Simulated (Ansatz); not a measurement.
`CO[CH2][GaH2]` + `BO` → `B[O][GaH2]` + `COC` at 600 K and 1 bar (ligand exchange at a Ga–C bond).

Calculated with Ansatz (gas phase, PBE0-D4/def2-TZVP geometries, no zero-point term in ΔE). CCSD(T)/CBS is the MP2 limit (def2-TZVPP, def2-QZVPP) plus CCSD(T) − MP2 in def2-TZVPP, frozen cores. This one scheme is used for every species. For Ga outer-core shells are correlated without core-valence functions, which leaves a few kJ/mol of doubt a bond. Scalar relativity is left out up to krypton. Each species was taken in one conformer, which may not be the lowest.

| species | CCSD(T)/CBS energy (Eh) | H − E (kJ/mol) | S (J/(mol·K)) |
| --- | --- | --- | --- |
| `CO[CH2][GaH2]` | -2079.37706 | 274.9 | 442.0 |
| `BO` | -101.80414 | 119.7 | 267.1 |
| `B[O][GaH2]` | -2026.35181 | 145.6 | 379.8 |
| `COC` | -154.86276 | 248.7 | 321.2 |

H − E and S are ideal-gas, rigid-rotor, harmonic terms from PBE0-D4/def2-TZVP, for one conformer and one mirror image of each species. 1 Eh = 2625.50 kJ/mol, R = 8.31446 J/(mol·K).

By hand: ΔE, ΔH, ΔS and ΔG.

ΔE = (-2026.35181) + (-154.86276) − (-2079.37706) − (-101.80414) = -0.03337 Eh = -87.6 kJ/mol. Δ(H − E) = 145.6 + 248.7 − 274.9 − 119.7 = -0.3, so ΔH = -87.9 kJ/mol. ΔS = 379.8 + 321.2 − 442.0 − 267.1 = -8.1 J/(mol·K). ΔG = -87.9 − 600 × (-8.1)/1000 = -83.0 kJ/mol.

By hand: the equilibrium constant, and the temperature at which ΔG would vanish if ΔH and ΔS stayed fixed.

log₁₀ K = −ΔG/(RT ln 10) = 7.2. ΔG = 0 at ΔH/ΔS = 10852 K, far beyond where these terms or the molecules hold.

The number of gas molecules stays the same, so ΔS is small and ΔH decides. A doubt of 5 kJ/mol in ΔE shifts log₁₀ K by 0.4 here. Other conformers and mirror images would add mixing entropy, several J/(mol·K) or more a flexible species. Modes under 60 cm⁻¹, often nearly free rotors, make the harmonic entropy too high. These are equilibria of isolated gas molecules and say nothing of rates. Largest T1 diagnostic: 0.016 (customary marks: 0.02 for closed shells, 0.045 for open ones).
